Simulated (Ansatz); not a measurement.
`[SiH3]O/C=[CH]\[GaH2]`, relaxed with RKS PBE0-D4/def2-TZVP in Ansatz 0.2.0 from a GFN2-xTB geometry. The force threshold is 0.005 eV/Å; the program also tests the step.

The species carries charge 0 and has multiplicity 1.

Start:

```xyz
12

Si   -0.399    0.788    1.513
O    -0.875   -0.703    1.094
C    -0.732   -1.419   -0.035
C    -0.055   -1.060   -1.127
Ga    1.052    0.589   -1.365
H    -0.701    0.715    2.933
H     1.054    0.996    1.249
H    -1.159    1.802    0.771
H    -1.250   -2.374    0.053
H    -0.044   -1.810   -1.917
H     0.524    2.064   -1.479
H     2.586    0.413   -1.691
```

```csv
step,energy (eV),largest force (eV/Å),largest move (Å)
1,-64477.1442,0.666,0.000
2,-64477.2684,0.425,0.125
3,-64477.3012,0.275,0.141
4,-64477.3152,0.243,0.078
5,-64477.3310,0.222,0.200
6,-64477.3431,0.184,0.089
7,-64477.3480,0.152,0.043
8,-64477.3531,0.090,0.070
9,-64477.3533,0.257,0.062
10,-64477.3584,0.116,0.061
11,-64477.3611,0.074,0.058
12,-64477.3632,0.143,0.069
13,-64477.3650,0.122,0.054
14,-64477.3656,0.102,0.048
15,-64477.3657,0.105,0.001
16 (rejected),-64477.3601,0.278,0.048
17,-64477.3664,0.035,0.023
18,-64477.3666,0.032,0.005
19,-64477.3667,0.010,0.005
20,-64477.3667,0.008,0.008
21,-64477.3667,0.003,0.001
```

End:

```xyz
12

Si   -0.415    0.703    1.425
O    -0.744   -0.891    1.217
C    -0.744   -1.449   -0.037
C    -0.105   -0.956   -1.090
Ga    1.109    0.601   -1.182
H    -0.224    0.928    2.872
H     0.911    1.073    0.773
H    -1.449    1.575    0.827
H    -1.332   -2.363   -0.049
H    -0.222   -1.545   -1.997
H     0.562    1.978   -1.701
H     2.653    0.347   -1.057
```

Run time 2 min (4 threads of an Arm Neoverse V1 on a shared host); peak host memory 0.71 GiB.
